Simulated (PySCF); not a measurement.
PySCF input for C4H12W, SMILES [CH3][W]([CH3])([CH3])[CH3], multiplicity 1, TDA-PBE/def2-SVPD. Geometry optimised at PBE0-D3(BJ)/def2-SVP. The spin state was assumed, not searched. The def2 effective core potentials stand for the cores of W; spin–orbit coupling is left out.

```python
import numpy as np
from pyscf import gto, scf, dft, tdscf

mol = gto.M(
    atom='''
    W    -0.00000000    0.00000000    0.00000000
    C    -1.17016234   -1.17016233    1.25504011
    C     1.17016237    1.17016238    1.25504003
    C    -1.17016237    1.17016233   -1.25504008
    C     1.17016234   -1.17016238   -1.25504006
    H    -0.66485510   -1.93850227    1.86989424
    H    -1.69857712   -1.69857711    0.42522205
    H    -1.93850229   -0.66485508    1.86989423
    H     1.69857712    1.69857713    0.42522194
    H     1.93850233    0.66485516    1.86989415
    H     0.66485514    1.93850234    1.86989415
    H    -1.93850233    0.66485508   -1.86989418
    H    -1.69857713    1.69857711   -0.42522200
    H    -0.66485514    1.93850227   -1.86989421
    H     0.66485510   -1.93850235   -1.86989416
    H     1.69857711   -1.69857713   -0.42522198
    H     1.93850228   -0.66485516   -1.86989420
    ''',
    basis='def2-SVPD',
    ecp={'W': 'def2-svp'},
    charge=0,
    spin=0,
    symmetry=True,
    max_memory=1600,
    verbose=4,
)
mf = dft.RKS(mol, xc='pbe').density_fit(auxbasis='def2-universal-jkfit')
mf.grids.level = 3
mf.conv_tol = 1e-9
mf.max_cycle = 100
mf.kernel()
mf.grids = dft.Grids(mol).set(level=1).build(with_non0tab=True)  # coarser grid for the response kernel
td = tdscf.TDA(mf)
td.singlet = True
td.nstates = 6
td.conv_tol = 1e-4
td.positive_eig_threshold = 1e-6
td.kernel(x0=td.get_init_guess(mf, 11))
td.analyze()
tt = tdscf.TDA(mf)
tt.singlet = False
tt.nstates = 2
tt.conv_tol = 1e-4
tt.positive_eig_threshold = 1e-6
tt.kernel(x0=tt.get_init_guess(mf, 7))
tt.analyze(verbose=3)
```

Output:

```
PySCF version 2.14.0

[INPUT] verbose = 4
[INPUT] num. atoms = 17
[INPUT] num. electrons = 50
[INPUT] charge = 0
[INPUT] spin (= nelec alpha-beta = 2S) = 0
[INPUT] symmetry True subgroup None
[INPUT] Mole.unit = angstrom
[INPUT] Symbol           X                Y                Z      unit          X                Y                Z       unit  Magmom
[INPUT]  1 W      0.000000000000   0.000000000000   0.000000000000 AA    0.000000000000   0.000000000000   0.000000000000 Bohr   0.0
[INPUT]  2 C     -1.170162340000  -1.170162330000   1.255040110000 AA   -2.211286343880  -2.211286324983   2.371682083244 Bohr   0.0
[INPUT]  3 C      1.170162370000   1.170162380000   1.255040030000 AA    2.211286400572   2.211286419469   2.371681932066 Bohr   0.0
[INPUT]  4 C     -1.170162370000   1.170162330000  -1.255040080000 AA   -2.211286400572   2.211286324983  -2.371682026552 Bohr   0.0
[INPUT]  5 C      1.170162340000  -1.170162380000  -1.255040060000 AA    2.211286343880  -2.211286419469  -2.371681988758 Bohr   0.0
[INPUT]  6 H     -0.664855100000  -1.938502270000   1.869894240000 AA   -1.256394051520  -3.663238382148   3.533587995502 Bohr   0.0
[INPUT]  7 H     -1.698577120000  -1.698577110000   0.425222050000 AA   -3.209845558252  -3.209845539355   0.803553216626 Bohr   0.0
[INPUT]  8 H     -1.938502290000  -0.664855080000   1.869894230000 AA   -3.663238419942  -1.256394013726   3.533587976604 Bohr   0.0
[INPUT]  9 H      1.698577120000   1.698577130000   0.425221940000 AA    3.209845558252   3.209845577150   0.803553008756 Bohr   0.0
[INPUT] 10 H      1.938502330000   0.664855160000   1.869894150000 AA    3.663238495531   1.256394164904   3.533587825426 Bohr   0.0
[INPUT] 11 H      0.664855140000   1.938502340000   1.869894150000 AA    1.256394127109   3.663238514429   3.533587825426 Bohr   0.0
[INPUT] 12 H     -1.938502330000   0.664855080000  -1.869894180000 AA   -3.663238495531   1.256394013726  -3.533587882118 Bohr   0.0
[INPUT] 13 H     -1.698577130000   1.698577110000  -0.425222000000 AA   -3.209845577150   3.209845539355  -0.803553122140 Bohr   0.0
[INPUT] 14 H     -0.664855140000   1.938502270000  -1.869894210000 AA   -1.256394127109   3.663238382148  -3.533587938810 Bohr   0.0
[INPUT] 15 H      0.664855100000  -1.938502350000  -1.869894160000 AA    1.256394051520  -3.663238533326  -3.533587844324 Bohr   0.0
[INPUT] 16 H      1.698577110000  -1.698577130000  -0.425221980000 AA    3.209845539355  -3.209845577150  -0.803553084345 Bohr   0.0
[INPUT] 17 H      1.938502280000  -0.664855160000  -1.869894200000 AA    3.663238401045  -1.256394164904  -3.533587919913 Bohr   0.0

nuclear repulsion = 227.739461055169
point group symmetry = D2d, use subgroup D2
symmetry origin: [-5.15379864e-10 -1.71793283e-10  5.15379844e-10]
symmetry axis x: [ 1.00000000e+00 -7.76889381e-11  3.09197169e-09]
symmetry axis y: [ 7.76890056e-11  1.00000000e+00 -2.18115636e-08]
symmetry axis z: [-3.09197169e-09  2.18115636e-08  1.00000000e+00]
num. orbitals of irrep A = 55
num. orbitals of irrep B1 = 52
num. orbitals of irrep B2 = 52
num. orbitals of irrep B3 = 52
number of shells = 93
number of NR pGTOs = 300
number of NR cGTOs = 211
basis = def2-SVPD
ecp = {'W': 'def2-svp'}


[settings echo left out]
init E= -213.740464849475
HOMO (A) = -0.388977111859141  LUMO (A) = -0.37359624252146  gap/eV = 0.41853
cycle= 1 E= -226.006154201153  delta_E= -12.3  |g|= 1.06  |ddm|= 8.83
HOMO (A) = 0.0303358460117931  LUMO (A) = 0.0515954066607059  gap/eV = 0.57850
cycle= 2 E= -224.412545013022  delta_E= 1.59  |g|= 2.25  |ddm|= 72.1
HOMO (A) = -0.219995738768063  LUMO (A) = -0.211521988545242  gap/eV = 0.23058
cycle= 3 E= -225.864895814936  delta_E= -1.45  |g|= 1.36  |ddm|= 72.1
HOMO (A) = -0.151367513006891  LUMO (A) = -0.145676400978314  gap/eV = 0.15486
cycle= 4 E= -226.320672894161  delta_E= -0.456  |g|= 0.257  |ddm|= 1.55
HOMO (A) = -0.102415985262321  LUMO (A) = -0.101659487116918  gap/eV = 0.02059

WARN: A HOMO -0.102415985262321 > system LUMO -0.101659487116918


WARN: A LUMO -0.101659487116918 < system HOMO -0.102415985262321

cycle= 5 E= -226.340683081941  delta_E= -0.02  |g|= 0.0188  |ddm|= 0.442
HOMO (A) = -0.105549730101805  LUMO (A) = -0.10340301810481  gap/eV = 0.05842
cycle= 6 E= -226.340777292073  delta_E= -9.42e-05  |g|= 0.00982  |ddm|= 0.0765
HOMO (A) = -0.105645931167008  LUMO (A) = -0.103657232320851  gap/eV = 0.05412
cycle= 7 E= -226.340811926635  delta_E= -3.46e-05  |g|= 0.000317  |ddm|= 0.0225
HOMO (A) = -0.105623964746497  LUMO (A) = -0.103656665376092  gap/eV = 0.05353
cycle= 8 E= -226.34081195604  delta_E= -2.94e-08  |g|= 6.29e-05  |ddm|= 0.00117
HOMO (A) = -0.105632372055447  LUMO (A) = -0.103661750160106  gap/eV = 0.05362
cycle= 9 E= -226.340811957291  delta_E= -1.25e-09  |g|= 8.3e-06  |ddm|= 0.00016
HOMO (A) = -0.105633131558105  LUMO (A) = -0.103662440434323  gap/eV = 0.05363
cycle= 10 E= -226.340811955675  delta_E= 1.62e-09  |g|= 3.53e-05  |ddm|= 0.000388
HOMO (A) = -0.105633197650908  LUMO (A) = -0.10366250716534  gap/eV = 0.05363
cycle= 11 E= -226.340811957152  delta_E= -1.48e-09  |g|= 1.14e-05  |ddm|= 0.000487
HOMO (A) = -0.105633240329261  LUMO (A) = -0.103662606912437  gap/eV = 0.05362
cycle= 12 E= -226.340811957315  delta_E= -1.64e-10  |g|= 1.74e-07  |ddm|= 0.000119
HOMO (A) = -0.10563318863195  LUMO (A) = -0.103662553847825  gap/eV = 0.05362
Extra cycle  E= -226.340811957313  delta_E= 2.61e-12  |g|= 5.16e-07  |ddm|= 2.06e-06
converged SCF energy = -226.340811957313
tot grids = 59320
Overwritten attributes  positive_eig_threshold  of <class 'pyscf.tdscf.rks.TDA'>


******** <class 'pyscf.tdscf.rks.TDA'> for <class 'pyscf.df.df_jk.DFSymAdaptedRKS'> ********
nstates = 6 singlet
deg_eia_thresh = 1.000e-03
wfnsym = None
conv_tol = 0.0001
eigh lindep = 1e-12
eigh level_shift = 0
eigh max_cycle = 100


Excitation energies (eV)
[0.6430065  1.89994029 2.42706824 2.50161823 2.50161858 3.42335138]

** Singlet excitation energies and oscillator strengths **
Excited State   1:    A      0.64301 eV   1928.20 nm  f=0.0000
      25 -> 26       -0.70460
Excited State   2:   B1      1.89994 eV    652.57 nm  f=0.0000
      25 -> 27       -0.70693
Excited State   3:    A      2.42707 eV    510.84 nm  f=0.0000
      25 -> 30       -0.70701
Excited State   4:   B2      2.50162 eV    495.62 nm  f=0.0222
      25 -> 28       -0.70290
Excited State   5:   B3      2.50162 eV    495.62 nm  f=0.0222
      25 -> 29       -0.70290
Excited State   6:   B2      3.42335 eV    362.17 nm  f=0.0069
      25 -> 31        0.70605

** Transition electric dipole moments (AU) **
state          X           Y           Z        Dip. S.      Osc.
  1         0.0000     -0.0000      0.0000      0.0000      0.0000
  2         0.0000     -0.0000     -0.0000      0.0000      0.0000
  3        -0.0000      0.0000     -0.0000      0.0000      0.0000
  4        -0.0000     -0.6018      0.0000      0.3622      0.0222
  5         0.6018      0.0000     -0.0000      0.3622      0.0222
  6         0.0000      0.2865     -0.0000      0.0821      0.0069

WARN: ECP detected. Skipping calculation of transition velocity and magnetic dipole moments, which have not yet been implemented.



******** <class 'pyscf.tdscf.rks.TDA'> for <class 'pyscf.df.df_jk.DFSymAdaptedRKS'> ********
nstates = 2 triplet
deg_eia_thresh = 1.000e-03
wfnsym = None
conv_tol = 0.0001
eigh lindep = 1e-12
eigh level_shift = 0
eigh max_cycle = 100


Excitation energies (eV)
[1.51109882 1.88949368]

** Triplet excitation energies and oscillator strengths **
Excited State   1:   B1      1.51110 eV    820.49 nm  f=0.0000
Excited State   2:   B3      1.88949 eV    656.18 nm  f=0.0000
```

Self-consistency was reached.

Cost: around 50 core-seconds (rough).
